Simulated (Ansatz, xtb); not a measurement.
## Two conformers of AlH4O2Se

We compare I, `[OH][Al@H-]([OH2+])[Se]`, a doublet, with II, `[OH][Al@H-]([OH2+])[Se]`, a doublet. Both are isolated molecules in the gas phase, relaxed with PBE0-D3(BJ)/def2-SVP.

I (Å):

```xyz
8

Al   -1.4604    0.6724   -0.3455
O    -1.0945   -0.4633    0.8799
O     0.0520    1.9914   -0.3085
Se   -3.0738    2.3722    0.0960
H    -1.4751   -0.5076    1.7565
H    -1.3613    0.2013   -1.8598
H    -0.4250    2.8402   -0.2375
H     0.6175    2.0306   -1.0923
```

II (Å):

```
atom    x (Å)    y (Å)    z (Å)
  Al  -1.6778   0.8417  -0.4729
   O  -0.8359   0.1328   0.8753
   O  -0.0934   2.0341  -0.6145
  Se  -3.3075   2.4561   0.0937
   H  -1.0874  -0.6488   1.3679
   H  -1.8741   0.0748  -1.8447
   H  -0.3863   2.9336  -0.3959
   H   0.3838   1.6894   0.1648
```

Energies in hartree; the thermal terms are from PBE0-D3(BJ)/def2-SVP harmonic frequencies (ideal gas, rigid rotor, one conformer each, 298.15 K, 1 atm) and include the zero-point energy:

|  | I | II |
| --- | --- | --- |
| E, CCSD(T)/def2-SVP | −2794.140548 | −2794.145198 |
| E, MP2/def2-SVP | −2794.100472 | −2794.105016 |
| E, MP2/def2-TZVPP | −2794.836773 | −2794.840063 |
| zero-point energy | 0.046528 | 0.047438 |
| H(298 K) − E | 0.055023 | 0.055500 |
| G(298 K) − E | 0.013539 | 0.014992 |

Question: Correct the CCSD(T) difference for the basis set by the MP2 change, then work out ΔE, ΔE₀, ΔH and ΔG for I → II in kJ/mol (1 Eh = 2625.50 kJ/mol) and the equilibrium ratio [II]/[I].

Answer: 1. Differences II − I: CCSD(T) −0.004650, MP2 in the small set −0.004544, MP2 in the large set −0.003290 Eh.
2. ΔE = −0.004650 + (−0.003290 − (−0.004544)) = −0.003396 Eh = −8.92 kJ/mol.
3. ΔE₀ = ΔE + ΔZPE = −0.003396 + (+0.000910) Eh = −6.53 kJ/mol.
4. ΔH = ΔE + (+0.000477) Eh = −7.66 kJ/mol.
5. ΔG = ΔE + (+0.001453) Eh = −5.10 kJ/mol, so ΔS = (ΔH − ΔG)/T = −8.6 J/(mol K).
6. kT = 0.9442 mEh, so K = [II]/[I] = exp(−ΔG/kT) = exp(+2.06) ≈ 7.8.

Structure II is favoured at this temperature. An error of 4 kJ/mol in ΔG would change K by a factor of 5. Mirror images and further conformers aren't counted.

Other levels gave ΔE = −11.8 (PBE0-D3(BJ)/def2-SVP); −11.0 (HF/def2-SVP); −11.9 (MP2/def2-SVP); −12.2 (CCSD(T)/def2-SVP) kJ/mol. Open shells are spin-unrestricted. The correlated steps freeze 16 core orbitals; the filled d shell of Se is correlated, in a basis made for valence electrons. Programs: Ansatz 0.2.0.
